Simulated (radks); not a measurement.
Spherical quantum dot in the effective-mass picture: electrons in a well V = -V0 / (1 + exp((r - R)/a)) with V0 = 15.4, R = 2.53, a = 0.14, all in effective atomic units (hartree* = m*/eps^2 hartree, bohr* = eps/m* bohr), one dielectric constant everywhere. Method: non-relativistic Kohn-Sham, PBE, spin-polarised, spherical densities; computed with a radial shooting solver with Libxc functionals. Levels are named by radial order and angular momentum (1s, 1p, 1d, 2s, ...), and open shells are averaged over m.

N = 10, configuration 1s2 1p6 1d(up 2, down 0). This is the lowest configuration that the search found. Occupied and some empty levels:

level    occupation  eigenvalue (hartree*)  <r> (bohr*)
1s up             1                -9.4408        1.506
1s down           1                -9.3889        1.493
1p up             3                -8.8829        1.657
1p down           3                -8.8198        1.651
1d up             2                -8.0570        1.765
1d down           0                -7.9873        1.762
2s up             0                -7.1350        1.265
2s down           0                -7.1106        1.269
1f up             0                -7.0081        1.851
1f down           0                -6.9349        1.850
2p up             0                -5.7980        1.449
2p down           0                -5.7649        1.450

Energy (hartree*): total -114.029, kinetic 13.332, external -149.78, Hartree 27.495, exchange-correlation -5.0718.
